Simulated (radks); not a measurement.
The aluminium ion Al8+ is in [He] 2s2 2p1. Calculated with a radial shooting solver on a logarithmic mesh with Libxc functionals: scalar-relativistic Kohn-Sham, BLYP, spin-polarised, spherical densities, finite nucleus; Fermi nuclear charge, rms radius of each element as measured or else 0.836 A^(1/3) + 0.57 fm. Open shells are filled with parallel spins first. One electron is removed from 2p, 1s, 2s in turn, with full relaxation. Which removal costs least, and what does each cost?

Answer. 2p 330.68 eV; 2s 348.62 eV; 1s 1885.7 eV. The 2p electron leaves first.
